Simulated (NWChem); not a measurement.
**Basis-set convergence for FGa**

```xyz
2

Ga     0.0000     0.0000    -0.4019
F      0.0000     0.0000     1.3842
```
Charge 0, spin multiplicity 1.

All runs are NWChem calculations. The geometry was optimised at B3LYP/def2-SVP, a minimum by its harmonic frequencies.

Quantity: dipole moment at the level B3LYP.

The Hamiltonian is non-relativistic. B3LYP has NWChem's definition, with VWN1-RPA local correlation. The Pople sets run with spherical d functions. The structure started from a generated list of species.

Q: In cc-pVQZ the value is 2.30 D. Among cc-pVDZ, pcseg-1, def2-SVP, aug-cc-pVDZ, def2-SVPD, 6-311G**, cc-pVTZ, def2-TZVPP, def2-TZVPD, which is the smallest basis within 0.03 D of it?

A: def2-TZVPP, with 79 functions against 123 and about 7 % of the time. cc-pVQZ isn't the basis-set limit itself, and a small set can land close by cancellation.

```json
[
 {"basis": "cc-pVDZ", "functions": "41", "dipole moment (D)": "2.00"},
 {"basis": "pcseg-1", "functions": "41", "dipole moment (D)": "2.24"},
 {"basis": "def2-SVP", "functions": "46", "dipole moment (D)": "1.92"},
 {"basis": "aug-cc-pVDZ", "functions": "59", "dipole moment (D)": "2.41"},
 {"basis": "def2-SVPD", "functions": "61", "dipole moment (D)": "2.43"},
 {"basis": "6-311G**", "functions": "62", "dipole moment (D)": "2.19"},
 {"basis": "cc-pVTZ", "functions": "73", "dipole moment (D)": "2.18"},
 {"basis": "def2-TZVPP", "functions": "79", "dipole moment (D)": "2.29"},
 {"basis": "def2-TZVPD", "functions": "94", "dipole moment (D)": "2.39"},
 {"basis": "cc-pVQZ", "functions": "123", "dipole moment (D)": "2.30"}
]
```
